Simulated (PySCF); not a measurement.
**One molecule, a ladder of functionals, a line**

Molecule: SMILES F[C@H]1CC=C[SiH2]1, C4H7FSi.

Geometry (Å), atoms numbered from 1 in this order:
```xyz
13

F     0.6078   -1.8096   -1.0656
C     0.6227   -1.0612    0.1080
C     1.2118    0.3181   -0.1928
C     0.1142    1.3027   -0.5053
C    -1.1554    0.9962   -0.1885
Si   -1.2003   -0.6965    0.5933
H     1.2298   -1.6097    0.8461
H     1.9312    0.2239   -1.0241
H     1.7941    0.6849    0.6724
H     0.3910    2.2661   -0.9526
H    -1.9706    1.7011   -0.3705
H    -1.4188   -0.6534    2.0746
H    -2.1523   -1.6788   -0.0022
```

GIAO shieldings (ppm, equivalent atoms averaged) in PySCF 2.14 on the PBE0-D3(BJ)/def2-SVP geometry, basis pcSseg-1, gas phase, non-relativistic:

```csv
functional,exact exchange (%),σ(F1),σ(C2),σ(C3),σ(Si6)
BLYP,0,381.2,83.8,125.4,354.9
BP86,0,385.4,89.3,130.5,362.1
PBE,0,382.7,89.7,130.7,363.7
PBE0,25,404.5,98.1,138.0,377.3
mPW1PW91,25,405.2,97.2,137.3,375.4
BHandHLYP,50,420.8,100.2,139.8,383.9
HF,100,448.3,114.8,151.9,417.4
```

(1) Fit each shielding as a line in the percentage of exact exchange.

(2) What does the line predict for B3LYP (20 %), and what does the run give?

Answers

(1) σ(F1) = 385.1 + 0.66 x (rms 2.9 ppm); σ(C2) = 88.5 + 0.27 x (rms 2.4 ppm); σ(C3) = 129.8 + 0.23 x (rms 2.2 ppm); σ(Si6) = 360.5 + 0.56 x (rms 3.3 ppm). The functionals also differ in their semilocal parts, which the line can't hold; Hartree–Fock has no correlation at all.

(2) σ(F1): 398.3 predicted, 399.5 computed; σ(C2): 93.9 predicted, 90.9 computed; σ(C3): 134.4 predicted, 131.8 computed; σ(Si6): 371.7 predicted, 365.9 computed ppm.
